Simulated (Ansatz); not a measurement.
H4AsSi (SMILES [SiH3][AsH]), doublet, at a GFN2-xTB geometry; SVWN5/def2-SVP in Ansatz (a program for electronic structure).

The Ansatz input:
Ansatz 0.2 input:
```yaml
crystal:
  periodic: [false, false, false]
  atoms:
    - {symbol: Si, position_ang: [-1.40329534, -0.53462063, 0.03897477]}
    - {symbol: As, position_ang: [0.72861432, 0.32423351, -0.02335434]}
    - {symbol: H, position_ang: [-1.67313328, -1.31833068, 1.25215617]}
    - {symbol: H, position_ang: [-2.36838393, 0.56910308, 0.00592110]}
    - {symbol: H, position_ang: [-1.70511391, -1.41474898, -1.09857261]}
    - {symbol: H, position_ang: [1.34849332, -1.05104054, 0.06554169]}
basis:
  gaussian:
    orbitals: def2-SVP
    symmetry_tolerance_ang: 0.01
hamiltonian:
  xc: {name: SVWN5}
magnetization: {spin_polarized: true, initial_magnetization: 1}
```

What the program printed (banner, timings and long lists left out):

```
Functional definition: SVWN5
791 factors; their error is unknown
mean field evaluation 1: about -68650.2875 eV, gradient 1.4e1 eV
mean field evaluation 2: about -68650.4855 eV, gradient 1.3e1 eV
mean field evaluation 4: about -68651.3199 eV, gradient 3.0e-1 eV
mean field evaluation 8: about -68651.2515 eV, gradient 1.7e-2 eV
mean field -68651.25150987 eV, -2522.8869594982 hartree, gradient 3.5e-5 eV, S^2 0.751382; 0 other end points of the search recorded, 0 dependent functions left out
reference -68651.25153664 eV, -2522.8869604820 hartree; 26, 25 occupied and 44, 45 virtual orbitals, 791 factors
Total energy: -68651.25153664 eV, -2522.8869604820 hartree
```
